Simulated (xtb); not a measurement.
A run for xtb: GFN2-xTB on NaB-, 2S+1 = 2, a spin state set in the input, which need not be the lowest, a point of a bond scan (R = 2.617 Å). Charge -1.

```
$ xtb mol.xyz --gfn 2 --sp --chrg -1 --uhf 1
2

B      0.00000000     0.00000000     0.00000000
Na     0.00000000     0.00000000     2.61660300
```

The head of its log:

```
[...]
           -------------------------------------------------
          |                Calculation Setup                |
           -------------------------------------------------



           -------------------------------------------------
          |                 G F N 2 - x T B                 |
           -------------------------------------------------

        Reference                      10.1021/acs.jctc.8b01176
      * Hamiltonian:
        H0-scaling (s, p, d)           1.850000    2.230000    2.230000
        zeta-weighting                 0.500000
      * Dispersion:
        s8                             2.700000
        a1                             0.520000
        a2                             5.000000
        s9                             5.000000
      * Repulsion:
        kExp                           1.500000    1.000000
        rExp                           1.000000
      * Coulomb:
        alpha                          2.000000
        third order                    shell-resolved
        anisotropic                    true
        a3                             3.000000
        a5                             4.000000
        cn-shift                       1.200000
        cn-exp                         4.000000
        max-rad                        5.000000


          ...................................................
          :                      SETUP                      :
          :.................................................:
          :  # basis functions                   8          :
          :  # atomic orbitals                   8          :
          :  # shells                            4          :
          :  # electrons                         5          :
          :  max. iterations                   250          :
          :  Hamiltonian                  GFN2-xTB          :
          :  restarted?                      false          :
          :  GBSA solvation                  false          :
          :  PC potential                    false          :
          :  electronic temp.          300.0000000     K    :
          :  accuracy                    1.0000000          :
          :  -> integral cutoff          0.2500000E+02      :
          :  -> integral neglect         0.1000000E-07      :
          :  -> SCF convergence          0.1000000E-05 Eh   :
          :  -> wf. convergence          0.1000000E-03 e    :
          :  Broyden damping             0.4000000          :
          :  net charge                         -1          :
          :  unpaired electrons                  1          :
          ...................................................

 iter      E             dE          RMSdq      gap      omega  full diag
   1      1.9475878  0.194759E+01  0.217E+02    0.28       0.0  T
   2     -0.4404737 -0.238806E+01  0.104E+02    0.12       1.0  T
```

**Question.** Give the final energy of this run.

**Answer.** -1.2511 hartree.
